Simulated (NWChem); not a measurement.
System: BHOCl$_{2}$; SMILES OB(Cl)Cl

NWChem input:

```
start job
memory heap 200 mb stack 900 mb global 1100 mb
geometry units angstroms noautosym nocenter noautoz
  B      0.374748     0.031460     0.000000
  Cl    -0.473840    -1.517721     0.000000
  Cl    -0.538605     1.524668     0.000000
  O      1.711675     0.092629     0.000000
  H      2.132802    -0.774724     0.000000
end
basis spherical
  * library cc-pvtz
end
dft
  xc xcamb88 1.00 lyp 0.81 vwn_5 0.19 hfexch 1.00
  cam 0.33 cam_alpha 0.19 cam_beta 0.46
  iterations 150
end
property
  efieldgrad
end
task dft property
```

The geometry was optimised at PBE0/def2-SVP.

Vzz is the largest principal value of the second derivative of the potential at the nucleus (NWChem prints the opposite sign); η is the asymmetry. Non-relativistic.

Atoms are numbered as in the input.

Problem. Give the results of this calculation. (CAM-B3LYP/cc-pVTZ.) Quantities: Vzz B1 (a.u.); η B1; Vzz Cl2 (a.u.); η Cl2; Vzz Cl3 (a.u.); η Cl3; Vzz O4 (a.u.); η O4.

Solution. 
```json
{
  "Vzz B1 (a.u.)": "0.287",
  "η B1": "0.50",
  "Vzz Cl2 (a.u.)": "2.136",
  "η Cl2": "0.36",
  "Vzz Cl3 (a.u.)": "2.199",
  "η Cl3": "0.43",
  "Vzz O4 (a.u.)": "1.238",
  "η O4": "0.05"
}
```
